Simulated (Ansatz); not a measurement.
System: HO2, charge -1, multiplicity 1. 
Structure (B3LYP-D3(BJ)/def2-TZVP (Ansatz, an electronic-structure program) minimum search):
```xyz
3

O      0.7265    -0.3717     0.0118
O     -0.5779     0.4130    -0.0122
H     -1.1888    -0.3307     0.0026
```
Charge -1, spin multiplicity 1.

Basis-set convergence of Hartree-Fock and CCSD(T) correlation energies (hartree) with Ansatz. Valence correlation only, unless marked. Spin-orbit coupling is left out. No relativistic terms. This anion needs diffuse functions, which these sets lack.

```
basis    functions       E(HF)  E(corr, CCSD(T))
-------  ---------  ----------  ----------------
cc-pVDZ         33  -150.13938          -0.39552
cc-pVTZ         74  -150.20073          -0.51963
cc-pVQZ        140  -150.21896          -0.56327
cc-pV5Z        237  (withheld)        (withheld)
```

Q: Complete the blanks.

A: 
- cc-pV5Z, E(HF): -150.22682
- cc-pV5Z, E(corr, CCSD(T)): -0.58115
